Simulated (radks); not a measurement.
Spherical quantum dot in the effective-mass picture: electrons in a parabolic well V = omega^2 r^2 / 2 with omega = 3.17, all in effective atomic units (hartree* = m*/eps^2 hartree, bohr* = eps/m* bohr), one dielectric constant everywhere. Calculated with a radial shooting solver with Libxc functionals: non-relativistic Kohn-Sham, LDA (Slater exchange, Perdew-Wang correlation), spin-polarised, spherical densities. Levels are named by radial order and angular momentum (1s, 1p, 1d, 2s, ...), and open shells are averaged over m. Each electron was tried in the lowest free levels, single moves between levels near the top were tried too, and the lowest total energy was kept; such a search can miss a lower state. At N = 1 the Hartree and exchange-correlation terms need not cancel, so that row can carry a self-interaction error.

\begin{tabular}{lrrrrrr}
N & open shells & 2S & E (hartree*) & mu = E(N) - E(N-1) (hartree*) & addition energy mu(N+1) - mu(N) (hartree*) & rms radius (bohr*) \\ \hline
1 & 1s(up 1, down 0) & 1 & 4.82632 & 4.8263 & 1.320 & 0.6912 \\
2 & none & 0 & 10.9726 & 6.1462 & 3.843 & 0.7158 \\
3 & 1p(up 1, down 0) & 1 & 20.9622 & 9.9896 & 0.8695 & 0.8003 \\
4 & 1p(up 2, down 0) & 2 & 31.8213 & 10.859 & 0.8858 & 0.8461 \\
5 & 1p(up 3, down 0) & 3 & 43.5662 & 11.745 & 1.134 & 0.8779 \\
6 & 1p(up 3, down 1) & 2 & 56.4453 & 12.879 & 0.8237 & 0.9043 \\
7 & 1p(up 3, down 2) & 1 & 70.1481 & 13.703 & 0.8359 & 0.9262 \\
8 & none & 0 & 84.6867 & 14.539 & 3.324 & 0.9454 \\
9 & 1d(up 1, down 0) & 1 & 102.549 & 17.863 & 0.7273 & 0.9784 \\
10 & 1d(up 2, down 0) & 2 & 121.139 & 18.590 & 0.7275 & 1.006 \\
11 & 1d(up 3, down 0) & 3 & 140.456 & 19.317 & 0.7253 & 1.030 \\
12 & 1d(up 4, down 0) & 4 & 160.499 & 20.043 & 0.7219 & 1.051 \\
13 & 1d(up 5, down 0) & 5 & 181.264 & 20.765 & 0.9189 & 1.070 \\
14 & 1d(up 5, down 1) & 4 & 202.947 & 21.683 & 0.6898 & 1.088 \\
15 & 1d(up 5, down 2) & 3 & 225.320 & 22.373 & 0.6901 & 1.104 \\
16 & 1d(up 5, down 3) & 2 & 248.384 & 23.063 & 0.6884 & 1.119 \\
17 & 1d(up 5, down 4) & 1 & 272.135 & 23.752 & 0.6857 & 1.134 \\
18 & none & 0 & 296.573 & 24.437 & 0.9085 & 1.147 \\
19 & 2s(up 1, down 0) & 1 & 321.919 & 25.346 & 0.7718 & 1.160 \\
20 & none & 0 & 348.036 & 26.118 & 2.558 & 1.173 \\
21 & 1f(up 1, down 0) & 1 & 376.712 & 28.676 & 0.6169 & 1.190 \\
22 & 1f(up 2, down 0) & 2 & 406.005 & 29.293 & 0.6150 & 1.206 \\
23 & 1f(up 3, down 0) & 3 & 435.913 & 29.908 & 0.6128 & 1.220 \\
24 & 1f(up 4, down 0) & 4 & 466.433 & 30.520 & 0.6103 & 1.234 \\
25 & 1f(up 5, down 0) & 5 & 497.564 & 31.131 & 0.6078 & 1.248 \\
26 & 1f(up 6, down 0) & 6 & 529.303 & 31.739 & 0.6051 & 1.261 \\
27 & 1f(up 7, down 0) & 7 & 561.646 & 32.344 & - & 1.273 \\
\end{tabular}

All shells are closed at N = 2, 8, 18, 20 (there: 1s2 1p6 1d10 2s2); the second difference of the energy has clear peaks (12 % above both neighbours; the first and last values, which can be the largest, are not judged, and half-filled shells can peak too) at N = 2, 5, 8, 13, 18, 20.
